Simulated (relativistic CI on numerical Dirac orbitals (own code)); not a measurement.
One change at a time: Pm⁵⁰⁺

Base calculation: Dirac-Coulomb-Breit CI, orbitals from a KLI potential per configuration, model QED, unscaled Slater integrals.

Configurations in the expansion (outside the closed core [Ne]): 3s, 3p, 3d, 4s, 4p, 4d, 4f, 5s, 5p, 5d, 5f, 5g, 6s, 6p, 6d, 7s, 7p. Levels of other configurations are missing.

Variants: (1) QED terms removed; (2) Breit term removed. Shifts of the energy above 3s ²S1/2, in eV, for the lowest level and the first level of each name with at least 55 % of one term (blank where a level changes its place among those of its configuration and J or its character, or is not in the variant):

```
    Level     Base   Δ(1)   Δ(2)
 3s ²S1/2     0.00   0.00   0.00
3p ²P°1/2   119.39  +2.41  -2.08
3p ²P°3/2   270.73  +2.19  -0.11
 3d ²D3/2   418.11  +2.55  +0.70
 3d ²D5/2   452.55  +2.45  +1.94
 4s ²S1/2  2038.57  +1.46  +1.87
4p ²P°1/2  2087.97  +2.44  +1.03
4p ²P°3/2  2149.73  +2.35  +1.81
 4d ²D3/2  2205.58  +2.49  +2.20
 4d ²D5/2  2220.52  +2.45  +2.66
4f ²F°5/2  2250.15  +2.47  +2.97
4f ²F°7/2  2256.61  +2.45  +3.04
 5s ²S1/2  2945.68  +1.96  +2.47
5p ²P°1/2  2970.53  +2.45  +2.06
```

At this charge energies of transitions that change n are usually good to better than 1 %, and those within a shell (Δn = 0) to a few per cent.

Ionisation energy from the two ground configurations alone: base 4476.1 eV; QED terms removed 4478.56 eV; Breit term removed 4479.16 eV. The NIST ASD value (theoretical) is 4476 eV.
